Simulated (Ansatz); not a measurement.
Correlation energies of CH₄SZn (`[CH3][Zn][SH]`) by basis set

```xyz
7

C     0.712   -0.057   -1.100
Zn   -0.447   -0.210    0.441
S    -1.762   -0.406    2.164
H     1.419   -0.888   -1.134
H     1.280    0.875   -1.057
H     0.128   -0.058   -2.023
H    -1.328    0.744    2.709
```

The species carries charge 0 and has multiplicity 1. Correlated methods include outer-core shells of Zn, which these sets cover unevenly. Scalar relativity is left out up to krypton. All single points use the PBE0-D4/def2-TZVP geometry. It is one conformer, not always the lowest. Frozen core, restricted reference, the Gaussian-basis code of Ansatz.

```csv
basis,HF (Eh),MP2 corr.,CCSD corr.,(T),CCSD(T) total
def2-SVP,?,?,-0.66018,-0.01920,?
def2-TZVPP,-2215.58804,?,-1.14988,-0.03462,?
def2-QZVPP,?,-1.27572,–,–,–
```

(1) Fill in the withheld values. (Best estimate.)

Results:

(1) Computed: def2-SVP HF (Eh): -2215.15911; def2-SVP MP2 corr.: -0.65393; def2-SVP CCSD(T) total: -2215.83849; def2-TZVPP MP2 corr.: -1.20256; def2-TZVPP CCSD(T) total: -2216.77254; def2-QZVPP HF (Eh): -2215.64306.
